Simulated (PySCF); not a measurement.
Excitation energy of B by level of theory

B [He] 2s2 2p1 (2P) → B [He] 2s2 3s1 (2S), as a difference of total energies. Calculation: PySCF 2.14, in aug-cc-pwCVTZ (7s6p4d2f, 59 functions); no relativity, point nucleus. Correlated levels: valence: 1s2 frozen; valence and next inner shell: nothing frozen. The calculations carry no spin-orbit coupling.

```json
{"method": "UHF", "excitation energy (eV)": "5.039"}
{"method": "LDA", "excitation energy (eV)": "5.300"}
{"method": "PBE", "excitation energy (eV)": "5.300"}
{"method": "PBE0", "excitation energy (eV)": "5.311"}
{"method": "r2SCAN", "excitation energy (eV)": "5.538"}
{"method": "HSE06", "excitation energy (eV)": "5.322"}
{"method": "BHandHLYP", "excitation energy (eV)": "5.392"}
{"method": "CAM-B3LYP", "excitation energy (eV)": "5.482"}
{"method": "wB97X", "excitation energy (eV)": "5.415"}
{"method": "MP2 (valence)", "excitation energy (eV)": "5.109"}
{"method": "SCS-MP2 (valence)", "excitation energy (eV)": "5.093"}
{"method": "MP2 (valence and next inner shell)", "excitation energy (eV)": "5.129"}
{"method": "SCS-MP2 (valence and next inner shell)", "excitation energy (eV)": "5.105"}
```

Errors of the correlated levels include the incompleteness of this basis and the frozen core.

The promoted electron is Rydberg-like, and one or two diffuse shells describe it only roughly, which tends to raise the upper state.

Task: Which method comes closest to the reference value, and which is furthest?

Result: The reference is 4.963 eV (measured; NIST levels, between the centres of gravity of the two terms). Closest: UHF (error 0.076 eV); furthest: r2SCAN (error 0.575 eV).
